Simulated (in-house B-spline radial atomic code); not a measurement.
Radial electron density of Sn, [Kr] 4d10 5s2 5p2. All numbers are computed (scalar-relativistic (X2C) Hartree-Fock, spin-polarised, averaged over the determinants with the given up and down occupations; Fermi nucleus of rms radius 4.6519 fm) with a B-spline radial code for spherical atoms, not measured.

One-electron X2C: radii and densities carry no picture-change correction, so inner-shell <1/r> comes out high (for 1s by about 2 % at Z = 33, 5 % at 54, 10 % at 75, 30 % at 118) and <r> low.

Columns: r (bohr), 4πr²n(r) (electrons per bohr), bar.

```
0.000957    2.111 #
 0.00119    2.989 ##
 0.00148    4.212 ##
 0.00184    5.896 ###
 0.00229    8.201 ####
 0.00285     11.3 ######
 0.00354    15.33 ########
  0.0044    20.49 ###########
 0.00547    26.89 ##############
 0.00681    34.49 ##################
 0.00847    42.88 #######################
  0.0105    51.23 ###########################
  0.0131    58.77 ###############################
  0.0163    63.73 ##################################
  0.0203    65.03 ###################################
  0.0252    62.57 #################################
  0.0313    58.11 ###############################
   0.039    55.29 ##############################
  0.0484    58.13 ###############################
  0.0602    67.54 ####################################
  0.0749     78.6 ##########################################
  0.0932    82.41 ############################################
   0.116     74.3 ########################################
   0.144    61.39 #################################
   0.179    56.86 ##############################
   0.223    63.91 ##################################
   0.277    67.62 ####################################
   0.345    54.35 #############################
   0.429    32.43 #################
   0.533    20.63 ###########
   0.663    21.85 ############
   0.824    23.45 #############
    1.03    18.17 ##########
    1.28    10.54 ######
    1.59    5.334 ###
    1.97    3.008 ##
    2.45        2 #
    3.05    1.309 #
    3.79   0.7175 
    4.72   0.3002 
    5.87  0.09188 
     7.3  0.01914 
    9.07 0.002489 
    11.3 0.0001705
```

On this grid the curve has 4 maxima, near 0.0203, 0.0932, 0.277, 0.824 bohr.

The 5p up radial function P(r) = rR(r), positive near the nucleus:

```
r (bohr)          P
 0.00184  0.0007561
 0.00285   0.001589
  0.0044   0.003333
 0.00681   0.006973
  0.0105    0.01419
  0.0163    0.02798
  0.0252    0.05084
   0.039    0.08119
  0.0602      0.102
  0.0932    0.07367
   0.144   -0.03454
   0.223    -0.1471
   0.345   -0.07185
   0.533     0.1788
   0.824     0.2102
    1.28    -0.1522
    1.97    -0.5286
    3.05    -0.5845
    4.72    -0.3389
     7.3   -0.09428
    11.3  -0.009184
```
